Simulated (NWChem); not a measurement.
Species: C2H2BrF; SMILES C=C(F)Br

```xyz
6

C     -1.2134     1.6367     0.0000
C     -0.0821     0.9464     0.0000
F      1.1219     1.5170     0.0000
Br     0.0357    -0.9537     0.0000
H     -2.1739     1.1404     0.0000
H     -1.1740     2.7208     0.0000
```
Atoms are numbered in this order, from 1.

Program: NWChem. Geometry optimised at B3LYP/6-31G*; all other runs use it. Pople sets run with spherical d functions. This build's default masses of Se (78.918 u) and Br (79.917 u) are each other's, which moves their modes by up to 0.6 %.

| quantity | level | value |
|---|---|---|
| vertical, lowest state with f > 0.02, singlet (eV) | PBE/def2-SVPD, TDA | [?] |
| solvation free energy (kcal/mol) in water | B3LYP/6-31G*, SMD | [?] |
| isotropic polarisability (bohr³), static | PBE/def2-SVPD | 49.9 |
| vertical ionisation energy, ΔSCF (eV) | PBE/def2-SVP | 9.61 |
| dipole (D) | B3LYP/6-31G* | [?] |
| highest harmonic frequency (cm⁻¹) | B3LYP/6-31G* | 3307 |

Q: Fill in the missing entries.

A: 
- vertical, lowest state with f > 0.02, singlet (eV), value: 6.34
- solvation free energy (kcal/mol) in water, value: 0.9
- dipole (D), value: 1.30
